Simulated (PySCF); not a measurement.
Species: C5H11OP2 (charge +1).
Z-matrix (Å and degrees, PBE0-D3(BJ)/def2-SVP geometry), rows numbered from 1:
```
C 
P   1  1.7968
C   2  1.7026  1  113.35
C   3  1.2267  2  176.64  1    27.76
P   4  1.7769  3  173.69  1  -132.45
C   5  1.8425  4   99.57  3  -126.13
C   5  1.8603  4   97.51  3   130.94
O   7  1.3920  5  111.07  4    53.03
H   1  1.0993  2  108.89  3   -59.36
H   1  1.1004  2  109.15  3  -179.69
H   1  1.0994  2  108.93  3    60.26
H   2  1.4134  1  108.74  3  -123.93
H   2  1.4120  1  109.28  3   122.38
H   6  1.0987  5  109.81  4    63.90
H   6  1.0979  5  111.21  4   -59.30
H   6  1.1005  5  106.95  4  -179.28
H   7  1.1080  5  104.34  4   175.78
H   7  1.1076  5  106.64  4   -71.25
H   8  0.9645  7  109.10  5   162.59
```

All values: PBE0/pcSseg-1 (PySCF, non-relativistic), on one gas-phase PBE0-D3(BJ)/def2-SVP geometry that isn't relaxed in the solvent. The solvent is an IEF-PCM continuum (Bondi radii, 1.10 Å for H, scaled by 1.2). Specific hydrogen bonds and non-electrostatic terms are outside this model.

```tsv
run	E − E(gas) (kcal/mol)	HOMO (eV)	HOMO–LUMO gap (eV)
gas	0.00	-10.67	5.15
P	-55.93	-7.42	5.74
Q	-44.49	-7.98	5.59
```

Problem. The runs were made in acetonitrile and chloroform. Which run belongs to which solvent?

Solution. P = acetonitrile, Q = chloroform. The dielectric constants are 4.711 (chloroform), 35.69 (acetonitrile), and the energy falls further as ε rises. In this model the ground state sees the solvent through ε alone.

Problem. How constant is the ratio of the lowering to 1 − 1/ε?

Solution. 
| solvent | 1 − 1/ε | E − E(gas) (kcal/mol) | ratio (kcal/mol) | polarisation term (kcal/mol) |
| --- | --- | --- | --- | --- |
| chloroform | 0.788 | -44.49 | -56.5 | -45.84 |
| acetonitrile | 0.972 | -55.93 | -57.5 | -58.46 |

The ratio changes by +1.9 % in size from chloroform to acetonitrile. The polarisation term is half the interaction of the solute with the induced surface charges.

Hardware: one thread, Arm Neoverse V1 (aarch64), shared host with 32 logical CPUs at a one-minute load of 14. Cost: 36 s of wall time, 1.2 GiB resident at most. This is the whole shielding run at PBE0/pcSseg-1 in acetonitrile, SCF included.
